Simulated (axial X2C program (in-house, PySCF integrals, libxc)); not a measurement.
# Correcting the dissociation energy of SrCl for spin–orbit coupling

A spin-free PBE0 curve (one-electron X2C) was computed with an axial X2C code built on PySCF integrals, basis Sr dyall-v3z [13s12p8d3f], Cl dyall-v3z [8s7p2d1f] (cores contracted in-house), for the state M_S = 1/2, Λ = 0 (beyond evenly filled blocks: σα). It gives D0 = 4.341 eV to Sr + Cl, which in a spin-free picture are the weighted means of the ground terms.

Measured levels of the ground terms (NIST Handbook of Basic Atomic Spectroscopic Data), in cm⁻¹: Sr 1S: J = 0 at 0; Cl 2P: J = 3/2 at 0, J = 1/2 at 882.4.

The molecular state has Λ = 0, so it has no first-order lowering.

How far does each ground level lie under the (2J+1)-weighted mean of its term?

Sr: a single level, 0; Cl: (4 × 0 + 2 × 882.4)/6 = 294 cm⁻¹.

Correct D0.

D0 = 4.341 + (0 − 294)/8065.5 = 4.305 eV at PBE0 with these spin–orbit terms.

Second-order spin–orbit effects in the molecule, which grow quickly with Z, are left out. The state is a single determinant with fixed occupations, the lowest that a limited PBE0 search found. Dissociation energies refer to the lowest single-determinant-based atoms at the same level and basis.
